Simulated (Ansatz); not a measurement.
`FC(F)(F)Cl` + `O[SiH3]` → `FC(F)(F)O[SiH3]` + HCl  (substitution at a C–Cl bond)

Calculated with Ansatz (gas phase, PBE0-D4/def2-TZVP geometries, no zero-point term in ΔE). CCSD(T)/CBS adds triple-zeta CCSD(T) − MP2 to the extrapolated MP2 energy (def2 sets, frozen cores). This one scheme is used for every species. Functionals use def2-TZVPP. HSE06 is defined as in plane-wave codes.

CCSD(T)/CBS gives -49.9 kJ/mol.

Q: Another level gave -46.1 kJ/mol. Which?
A. r2SCAN0-D4/def2-TZVPP
B. HSE06/def2-TZVPP
C. revPBE-D4/def2-TZVPP
D. BHLYP-D4/def2-TZVPP

A: B. HSE06 -46.1, r2SCAN0-D4 -53.6, BHLYP-D4 -59.7, revPBE-D4 -38.0 kJ/mol.

Largest T1 diagnostic among the species: 0.012.

Leaving LDA and LC-ωPBE aside and taking each functional with its dispersion term where it has one, the values spread over 21.8 kJ/mol, from BHLYP-D4 to revPBE-D4. LDA lies −9.6 kJ/mol from PBE without D4. At CCSD(T), def2-SVP lies −25.1 kJ/mol from the extrapolated value and def2-TZVPP −4.9 kJ/mol.
